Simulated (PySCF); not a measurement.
C9H11F: full NMR table

| Property | Result |
| --- | --- |
| Formula | C9H11F |
| SMILES | Cc1cc(C)c(C)c(F)c1 |
| Point group of the computed structure | C1 |
| Degrees of unsaturation | 4 |
| Carbon signals | 9 |
| Proton signals | 5 |

Numbering as in the mapped SMILES `[CH3:1][c:2]1[cH:3][c:4]([CH3:5])[c:6]([CH3:7])[c:8]([F:9])[cH:10]1`; H(Xn) means a hydrogen on atom n.

[PySCF: PBE0/pcSseg-1 with gauge-including orbitals; GFN2-xTB structure; a single conformation; non-relativistic; no solvent; fast rotation and ring inversion assumed for equivalent nuclei]

δ = σ(ref) − σ, references computed at the same level: ¹H (σref 31.72), ¹³C (σref 186.93) against TMS; ¹⁹F (σref 170.95) vs CFCl3.

| carbon | δC, type | δH (multiplicity) | HMBC from (2–3 bonds) | span of the C tensor (ppm) |
| --- | --- | --- | --- | --- |
| C1 | 23.7, CH3 | 2.42 (s) | H(C3), H(C10) | 48 |
| C2 | 142.3, C | – | H(C3), H(C10), H(C1) | 227 |
| C3 | 130.2, CH | 7.06 (s) | H(C10), H(C1), H(C5) | 185 |
| C4 | 144.7, C | – | H(C3), H(C5), H(C7) | 224 |
| C5 | 22.9, CH3 | 2.32 (s) | H(C3) | 33 |
| C6 | 125.5, C | – | H(C3), H(C10), H(C5), H(C7) | 178 |
| C7 | 12.4, CH3 | 2.24 (s) | – | 21 |
| C8 | 170.5, C | – | H(C10), H(C7) | 147 |
| C10 | 118.9, CH | 7.04 (m) | H(C3), H(C1) | 167 |

Other nuclei:
```json
{"atoms": "F9", "nucleus": "¹⁹F", "environment": "aryl fluorine", "δ (ppm)": "-126.4", "σ (ppm)": "297.3"}
```

Carbon types of the structure: 4 × C, 2 × CH, 3 × CH3, which accounts for all hydrogens. δC 170.5: aromatic carbon bearing fluorine; an ipso carbon deshielded by its heteroatom. δC 144.7, 142.3, 125.5: substituted aromatic carbon. δC 130.2, 118.9: aromatic CH. δC 23.7, 22.9, 12.4: methyl carbon on an aromatic ring; saturated and bonded to C and H only. δH 2.42, 2.32, 2.24: hydrogen on a methyl carbon on an aromatic ring; benzylic-type position, deshielded by the ring.

Splittings by ¹⁹F in the carbon and heteronuclear signals aren't shown, as no couplings were computed. Shifts are as computed. Against solution values, carbons near 30 ppm lie about +3 ppm off and those near 130 ppm about +5 ppm. Of 1211 compounds with measured shifts, 218 miss one by over three times the rms of a fit or turn the order of signals round; such compounds aren't used in these exercises. Unscaled 19F shifts against computed CFCl3 carry errors that often reach 10 to 50 ppm. No couplings were computed; multiplicities are counted from neighbouring protons, with m where these are inequivalent, close in shift, in a saturated or five-membered ring or joined by F or P, and br s for small geminal =CH2 splittings.
